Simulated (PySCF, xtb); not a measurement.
Te(H)(NH2) (H3NTe), SMILES N[TeH].

Coordinates come from a B3LYP-D3(BJ)/def2-TZVP optimisation. The def2 effective core potentials stand for the cores of Te; spin–orbit coupling is left out.

These are IEF-PCM-ωB97X/def2-SVP (PySCF 2.14.0) values and carry that method's errors.

The values are the electrostatic part of the solvation free energy, E(continuum) − E(gas) at the gas-phase geometry, in a cavity of scaled van der Waals radii (PySCF's table); cavitation and dispersion terms are not included. In vacuum the orbital gap is 9.78 eV. The dipole moment in vacuum is 1.49 D.

Q: Estimate the values in water (ε = 78.36), diethylether (ε = 4.24), chlorobenzene (ε = 5.70). (Estimate from the structure and the level; the computed values follow.)

A: 
```csv
solvent,ε,ΔG(elec) (kcal/mol),dipole (D),gap (eV)
water,78.36,-4.4,1.97,9.95
diethylether,4.24,-2.9,1.79,9.90
chlorobenzene,5.70,-3.3,1.83,9.91
```

For comparison, GFN2-xTB/ALPB(water) (xtb, at the GFN2-xTB geometry, all terms of that model) gives -3.7 kcal/mol.
